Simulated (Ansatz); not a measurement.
Consider the formal exchange of groups at the Sn–C bond: `C=[C](F)[SnH2][CH3]` + `[AlH3]` → `[CH3][SnH2][AlH2]` + `C=CF`.

Calculated with Ansatz (gas phase, PBE0-D4/def2-TZVP geometries, no zero-point term in ΔE). CCSD(T)/CBS adds triple-zeta CCSD(T) − MP2 to the extrapolated MP2 energy (def2 sets, frozen cores). This one scheme is used for every species. DFT in def2-TZVPP. B3LYP here is the variant with VWN-RPA as its local correlation; programs differ in this. Elements past krypton have def2 core potentials. For Sn outer-core shells are correlated without core-valence functions, which leaves a few kJ/mol of doubt a bond. Each species was taken in one conformer, which may not be the lowest.

`C=[C](F)[SnH2][CH3]`:

Z-matrix (Å, degrees):
```
Sn
C 1 2.136
C 1 2.147 2 107.0
H 1 1.708 2 111.6 3 -118.6
H 1 1.708 2 111.6 3 118.6
H 2 1.090 1 110.0 3 -180.0
H 2 1.090 1 109.9 3 60.1
H 2 1.090 1 109.9 3 -60.1
F 3 1.352 1 115.0 2 179.7
C 3 1.323 1 126.0 2 -0.3
H 10 1.085 3 121.7 1 -180.0
H 10 1.082 3 119.8 1 0.0
```

`[AlH3]`:

```xyz
4

Al    0.000    0.000    0.000
H    -1.095    1.003    0.557
H     1.350   -0.225    0.801
H    -0.255   -0.777   -1.359
```

`[CH3][SnH2][AlH2]`:

```xyz
10

C    -0.416    1.729    0.373
Sn   -0.440   -0.412    0.583
Al    1.063   -1.709   -1.189
H    -1.044    2.181    1.142
H     0.602    2.103    0.479
H    -0.796    2.013   -0.608
H     0.062   -0.774    2.186
H    -2.080   -0.918    0.493
H     1.973   -0.915   -2.224
H     1.075   -3.298   -1.234
```

`C=CF`:

Z-matrix (Å, degrees):
```
C
C 1 1.316
H 1 1.081 2 119.2
H 1 1.082 2 121.6 3 -180.0
F 2 1.336 1 122.3 3 180.0
H 2 1.084 1 125.7 3 0.0
```

| level | ΔE (kJ/mol) | difference from CCSD(T)/CBS |
| --- | --- | --- |
| PBE0-D4 | -71.1 | -10.3 |
| r2SCAN | -67.2 | -6.4 |
| PBE0 | -74.3 | -13.5 |
| B3LYP | -68.1 | -7.3 |
| MP2/def2-TZVPP | -56.6 | 4.2 |
| SCS-MP2/def2-TZVPP | -55.4 | 5.4 |
| CCSD/def2-TZVPP | -61.2 | -0.4 |
| CCSD(T)/def2-TZVPP | -58.8 | 2.0 |
| HF/def2-QZVPP | -65.6 | -4.8 |
| HF/CBS(def2) | -65.5 | -4.7 |
| CCSD(T)/CBS | -60.8 | 0 |

Largest T1 diagnostic among the species: 0.013.

In def2-TZVPP, CCSD(T) changes the Hartree–Fock value by +7.6 kJ/mol (the triples alone add +2.4 kJ/mol) and MP2 by +9.9 kJ/mol. The D4 term adds +6.0 kJ/mol with B3LYP and +3.2 kJ/mol with PBE0; it sums over pairs of atoms, weighted by their polarisabilities, and B3LYP, whose exchange is more repulsive, gets the larger term.
